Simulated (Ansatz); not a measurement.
C₃H₁₀Si₂ (`CC=C([SiH3])[SiH3]`), relaxed with RKS PBE0-D4/def2-TZVP in Ansatz from a PBE-D4/def2-SVP geometry. The force threshold is 0.005 eV/Å; the program also tests the step.

Charge 0, multiplicity 1.

Start:

```xyz
15

C     2.097    0.160    0.679
C     0.775   -0.546    0.665
C    -0.346   -0.174   -0.008
Si   -0.411    1.376   -1.089
Si   -1.900   -1.227    0.121
H     2.388    0.430    1.717
H     2.105    1.084    0.067
H     2.901   -0.510    0.302
H     0.746   -1.468    1.282
H    -1.802    1.518   -1.647
H     0.552    1.295   -2.247
H    -0.091    2.625   -0.308
H    -3.047   -0.432    0.691
H    -2.333   -1.718   -1.237
H    -1.634   -2.413    1.012
```

**Question.** How much energy does the relaxation release, and in how many steps? (An estimate is asked.)

**Answer.** The calculation gave: 1.41 kcal/mol, in 4 steps.

**Question.** Which bonds change most? (Estimate.)

**Answer.** Ansatz gave: C3–Si5 from 1.881 to 1.860 Å; C3–Si4 from 1.890 to 1.869 Å; C2–C3 from 1.360 to 1.341 Å; Si4–H11 from 1.508 to 1.489 Å.

**Question.** Give the relaxed structure. (Best estimate.)

**Answer.** The calculation gave: 
```xyz
15

C     2.072    0.160    0.667
C     0.759   -0.542    0.655
C    -0.344   -0.172   -0.010
Si   -0.400    1.362   -1.075
Si   -1.878   -1.216    0.122
H     2.351    0.431    1.691
H     2.071    1.068    0.061
H     2.861   -0.500    0.295
H     0.732   -1.450    1.263
H    -1.773    1.503   -1.630
H     0.556    1.279   -2.214
H    -0.084    2.591   -0.297
H    -3.009   -0.428    0.686
H    -2.305   -1.701   -1.219
H    -1.610   -2.386    1.004
```
